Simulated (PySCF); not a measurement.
Electron correlation in Ru²⁺ (ruthenium, charge +2)

[Kr] 4d5 5p1, high-spin 7P determinant (an excited configuration). All numbers are calculated (PySCF 2.14, a scalar-relativistic core potential, in aug-cc-pVDZ-PP with ECP28MDF (5s5p4d2f, 54 functions)). Frozen: 4s2 4p6; 6 electrons correlated.

MP2 pair energies summed by pair of shells (mhartree):

```csv
pair,energy,share (%)
4d-4d,-41.97,75.0
4d-5p,-13.96,25.0
```

Total MP2 correlation energy: -55.92 mhartree.

Same-spin part -55.92 and opposite-spin part 0.00 mhartree; SCS-MP2 scales them by 1/3 and 6/5 to -18.64 mhartree.
